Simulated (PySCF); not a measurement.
Excitations are Tamm–Dancoff values on a coarser integration grid. The basis has no diffuse functions, so Rydberg states are missing or too high.

Cartesian coordinates (Å):
```xyz
7

O      1.2029     0.2421    -0.5837
Si    -0.1223    -0.2606     0.2020
O     -1.4420     0.3422    -0.5030
F     -0.0202     0.1491     1.7330
F     -0.2670    -1.8341     0.1935
H      2.0693     0.1269    -0.1859
H     -1.4208     1.2345    -0.8558
```
Charge 0, spin multiplicity 1.

Task: Estimate the dipole moment, HOMO, S1–T1 gap (TDA), S1 oscillator strength, T1 excitation (TDA), HOMO–LUMO gap, S1 excitation (TDA) and total energy that PBE-D3(BJ)/def2-TZVP // B3LYP-D3(BJ)/def2-TZVP in PySCF returns for this input.

Result: 
| Item | Result |
|---|---|
| dipole moment | 0.494 e·Å |
| HOMO | -8.29 eV |
| S1–T1 gap (TDA) | 0.30 eV |
| S1 oscillator strength | 0.002 |
| T1 excitation (TDA) | 7.44 eV |
| HOMO–LUMO gap | 7.61 eV |
| S1 excitation (TDA) | 7.74 eV |
| total energy | -640.7577 Ha |
